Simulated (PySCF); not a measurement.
# Cost of excited-state runs on `InChI=1S/C7H14O/c1-5-6(8)7(2,3)4/h5H2,1-4H3`

Cartesian coordinates in Å; atom numbers follow the order of the lines, from 1:
```xyz
22

C     2.6631   -0.0071   -0.4813
C     1.2532    0.3372   -0.0442
C     0.2324   -0.7095   -0.4444
O     0.5846   -1.7812   -0.8783
C    -1.2595   -0.3580   -0.3217
C    -1.5484    0.4877    0.9208
C    -1.6219    0.4370   -1.5868
C    -2.0723   -1.6497   -0.2791
H     2.7368   -0.0494   -1.5780
H     2.9559   -0.9962   -0.1027
H     3.3840    0.7382   -0.1154
H     1.1955    0.4382    1.0546
H     0.9331    1.3191   -0.4323
H    -1.0442    1.4648    0.8908
H    -1.2400   -0.0302    1.8427
H    -2.6302    0.6797    0.9954
H    -1.0472    1.3731   -1.6648
H    -1.4336   -0.1588   -2.4927
H    -2.6907    0.7027   -1.5685
H    -3.1495   -1.4233   -0.2892
H    -1.8505   -2.2264    0.6318
H    -1.8333   -2.2888   -1.1393
```

PySCF with density fitting, on 1 thread of an Intel Xeon Platinum 8488C, shared host. Command: `OMP_NUM_THREADS=1 python excited_run.py task.json out`

Question: How long does each of these runs take, and how much memory?
- first hyperpolarisability, CAM-B3LYP/aug-cc-pVDZ; usual settings
- excited states, CAM-B3LYP/aug-cc-pVDZ; Tamm-Dancoff; spin-orbit couplings; 6 states; 5 triplets; quadratic response for 4 states; IEF-PCM dichloromethane
- excited states, CAM-B3LYP/aug-cc-pVDZ; Tamm-Dancoff; spin-orbit couplings; 6 states; 5 triplets; quadratic response for 4 states
- excited states, CAM-B3LYP/aug-cc-pVDZ; two-photon moments; 8 states; quadratic response for 6 states; 0 triplets

Answer: 
```tsv
run	level	basis functions	wall time	peak memory (GiB)
first hyperpolarisability	CAM-B3LYP/aug-cc-pVDZ	310	87 s	1.4
excited states	CAM-B3LYP/aug-cc-pVDZ	310	120 s	1.5
excited states	CAM-B3LYP/aug-cc-pVDZ	310	110 s	1.4
excited states	CAM-B3LYP/aug-cc-pVDZ	310	2.2 min	1.4
```
Times from a shared host are rough.
